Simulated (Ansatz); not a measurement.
CH₆GeO₃ (`C[O][GeH]([OH])[OH]`), relaxed with RKS PBE-D4/def2-SVP in Ansatz from a rough embedded geometry. The force threshold is 0.03 eV/Å; the program also tests the step.

Total charge 0; spin multiplicity 1.

Start:

```xyz
11

C    -0.018    1.655   -0.037
O     0.808    0.585   -0.399
Ge   -0.021   -0.873    0.192
O     1.072   -2.323    0.154
O    -1.503   -1.196   -0.743
H     0.536    2.621   -0.444
H    -0.979    1.633   -0.531
H    -0.066    1.798    1.071
H    -0.435   -0.649    1.738
H     1.816   -2.052    0.675
H    -1.209   -1.200   -1.675
```

Problem. How much energy does the relaxation release, and in how many steps? (Best estimate.)

Solution. Computed: 10.40 kcal/mol, in 9 steps, 1 of them rejected.

Problem. Which bonds change most? (Estimate.)

Solution. The calculation gave: C1–H6 from 1.186 to 1.110 Å; Ge3–H9 from 1.616 to 1.543 Å; C1–H7 from 1.080 to 1.115 Å; Ge3–O4 from 1.816 to 1.785 Å.

Problem. Give the relaxed structure. (Estimate.)

Solution. Ansatz gave: 
```xyz
11

C     0.101    1.778   -0.039
O     0.739    0.514   -0.089
Ge   -0.156   -0.964    0.406
O     1.094   -2.226    0.230
O    -1.534   -1.309   -0.677
H     0.842    2.553   -0.326
H    -0.760    1.849   -0.744
H    -0.273    2.033    0.981
H    -0.780   -0.852    1.812
H     1.937   -1.788    0.002
H    -1.210   -1.588   -1.555
```
